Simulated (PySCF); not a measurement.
FRb. Atoms are numbered in the order given.

```xyz
2

Rb     0.0000     0.0000    -0.4635
F      0.0000     0.0000     1.9054
```
Charge 0, spin multiplicity 1.

Geometry optimised at PBE-D3(BJ)/def2-TZVPD. The def2 effective core potentials stand for the cores of Rb; spin–orbit coupling is left out.

Method: ωB97X/def2-TZVPD (PySCF).

The molecule is in vacuum.

Computed frontier levels, gap, dipole moment and polarisability:
```json
{
 "highest_occupied_level": "-8.70 eV",
 "lowest_empty_level": "0.07 eV",
 "orbital_gap": "8.77 eV",
 "dipole_moment": "1.954 e·Å",
 "quadrupole, principal values (traceless, Buckingham form, about the centre of nuclear charge)": "-14.62, 7.31, 7.31 D·Å",
 "mean_static_polarisability": "20.3 bohr³ (3.01 Å³)",
 "polarisability_principal_values": "18.5, 18.5, 24.0 bohr³"
}
```
